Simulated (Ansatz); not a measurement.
Molecule: MoF3, charge 0, multiplicity 4. The spin state was set by rule; other spins were not relaxed. SMILES: [F][Mo]([F])[F]
Geometry: optimised at B3LYP-D3(BJ)/def2-TZVP (Ansatz, a first-principles code).

Parts of the frozen-core correlation energy in def2-SVPD (Ansatz, hartree). Frozen orbitals: 7; correlated occupied orbitals by spin: 15 and 12; virtual: 81 and 84. Open shells are spin-unrestricted. No spin-orbit coupling. In def2 rows, elements after Kr have scalar-relativistic effective core potentials.

| term | value |
|---|---|
| reference (HF) | -365.76347 |
| MP2 opposite-spin | ? |
| MP2 same-spin | -0.21759 |
| CCSD correlation | ? |
| (T) | ? |
| T1 diagnostic | 0.025 |
| largest doubles amplitude | 0.031 |
| <S^2> of the reference | 3.762 |

Q: Fill in the missing entries.

A: 
- MP2 opposite-spin, value: -0.49835
- CCSD correlation, value: -0.71704
- (T), value: -0.02182
